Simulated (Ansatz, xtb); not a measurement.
Species: RuO3, charge 0, multiplicity 3. This is an excited triplet: at this geometry the singlet lies 0.87 eV lower at RI-MP2/CBS(def2-TZVPPD,def2-QZVPPD)+[CCSD(T)-MP2]/def2-SVPD. SMILES: [O]=[Ru](=[O])=[O]
Geometry from a B3LYP-D3(BJ)/def2-TZVP (Ansatz, a program for electronic structure) optimisation:
```xyz
4

Ru    -0.0089    -0.0138     0.0249
O      1.4776    -0.3035    -0.7672
O     -0.5088    -0.7940     1.4304
O     -0.9201     1.1736    -0.8001
```
Charge 0, spin multiplicity 3.

Harmonic wavenumbers from GFN2-xTB (xtb, at its own minimum), cm⁻¹: 176, 237, 242, 646, 840, 906.

**Question.** Give the harmonic wavenumbers at B3LYP-D3(BJ)/def2-TZVP (Ansatz, finite differences of forces, unscaled).

**Answer.** 78, 144, 317, 776, 910, 932 cm⁻¹. Zero-point energy 4.5 kcal/mol.

**Question.** From these and the geometry, give the ideal-gas thermochemistry at 298.15 K and 1 atm (rigid rotor, harmonic oscillator).

**Answer.** Point group C2v, rotational symmetry number 2. Rotational constants 7.965, 6.717, 3.644 GHz. S(trans) 40.91, S(rot) 23.54, S(vib) 8.51, S(elec, spin only) 2.18, S 75.1 cal/(mol K). H(298) - H(0) 3.64 kcal/mol; G - E(el) -14.3 kcal/mol.
